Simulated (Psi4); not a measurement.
C₃H₉In (SMILES [CH3][In]([CH3])[CH3]), singlet, geometry from GFN2-xTB (such geometries of metal compounds can be far from the true shape) (all electrons, no relativity). Base run: SVWN/3-21G run with Psi4.

The Psi4 input:
```
memory 2 GB

molecule mol {
0 1
In   -0.000271    0.000588   -0.000699
C    -1.547414   -1.603627   -0.255167
H    -1.476459   -2.031502   -1.255105
H    -2.545325   -1.184255   -0.130214
H    -1.399044   -2.394809    0.478474
C    -0.162120    1.916997   -1.155486
H     0.802561    2.172802   -1.592476
H    -0.463524    2.724526   -0.488383
H    -0.900661    1.823226   -1.950320
C     1.711036   -0.315964    1.413937
H     2.336469    0.574228    1.462973
H     2.317505   -1.157123    1.078655
H     1.332729   -0.540359    2.410941
}

set {
  basis 3-21g
  reference rks
  scf_type pk
}

energy('svwn')
print_variables()
```

The base run was repeated with changes; each row names its change, and settings that it needs were set with it.

```
change                                        ΔE vs base (mEh)  SCF cycles  grid points  basis functions
--------------------------------------------  ----------------  ----------  -----------  ---------------
base                                                     0.000           8       280811               78
soscf = true                                             0.000           7       280811               78
d_convergence = 1e-4                                     0.001           7       280811               78
e_convergence = 1e-8                                     0.000           9       280811               78
cholesky_tolerance = 1e-6 (with scf_type cd)            -0.016           8       280811               78
guess = core                                             0.000          13       280811               78
guess = sapgau                                           0.000           9       280811               78
diis_max_vecs = 3                                        0.000          10       280811               78
basis_guess = true                                       0.000           1       280811               78
dft_basis_tolerance = 1e-8                               0.000           8       279688               78
dft_radial_scheme = becke                               -1.544           8       251315               78
dft_spherical_points = 590                               0.001           8       547922               78
```
